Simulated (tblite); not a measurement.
OY (SMILES [O]=[Y]), doublet, geometry from GFN2-xTB (such geometries of metal compounds can be far from the true shape); GFN1-xTB with ALPB(water) (tblite 0.6.0).

Input for tblite:
```
$ tblite run mol.xyz --method gfn1 --charge 0 --spin 1 --alpb water --json tblite.json --no-restart

# file mol.xyz
2

Y     -0.00000000    -0.00000000    -0.32092405
O      0.00000000     0.00000000     1.56450476
```

Q: Predict the main parts of the log of this tblite run.

A: 
```
xTB calculator
 | screened Coulomb repulsion
 | Coulomb electrostatics
 |  * isotropic Klopman-Ohno-Mataga-Nishimoto electrostatics
 |  * onsite third-order electrostatics
 | DFT-D3(BJ) dispersion correction
 | Interactions (3)
 | [1] alpb/gbsa reaction field model
 | [2] cds contribution to solvation
 | [3] empirical free energy shift and standard state/solvent correction

halogen bonding energy    0.0000000000000E+00 Eh
repulsion energy          1.4052611391738E-02 Eh
dispersion energy        -2.7220711288164E-04 Eh
interaction energy       -1.0894580836941E-01 Eh
number of electrons       9.0000000000000E+00 e
integral cutoff           4.0000000000000E+01 bohr

------------------------------------------------------------
  cycle        total energy    energy error   density error
------------------------------------------------------------
      1     -5.118338879525  -5.0231735E+00   1.0774311E+00
      2     -5.686594530589  -5.6825565E-01   3.1609492E-01
      3     -5.661591731851   2.5002799E-02   3.2357364E-01
      4     -4.569032908734   1.0925588E+00   1.3184010E+00
      5     -5.166189123743  -5.9715622E-01   7.9784686E-01
      6     -5.700835378495  -5.3464625E-01   5.8678996E-02
      7     -5.697794622556   3.0407559E-03   7.8698482E-02
      8     -5.702630564394  -4.8359418E-03   3.9494910E-02
      9     -5.702483045816   1.4751858E-04   4.1279747E-02
     10     -5.704209357793  -1.7263120E-03   5.8496240E-03
     11     -5.704134667886   7.4689907E-05   1.0770717E-02
     12     -5.704199481312  -6.4813427E-05   7.0026155E-03
     13     -5.704193477805   6.0035069E-06   7.3226689E-03
     14     -5.704215988855  -2.2511050E-05   4.9135840E-03
     15     -5.704225708824  -9.7199688E-06   2.9163541E-03
     16     -5.704231017443  -5.3086193E-06   7.1841772E-04
     17     -5.704231346424  -3.2898148E-07   2.3323222E-05
     18     -5.704231346831  -4.0673775E-10   4.6002479E-07
------------------------------------------------------------

electronic energy        -5.6090659427407E+00 Eh
total energy             -5.7042313468312E+00 Eh

Post processing:
 | Mayer-Wiberg bond orders

[Info] JSON dump of results written to 'tblite.json'
```
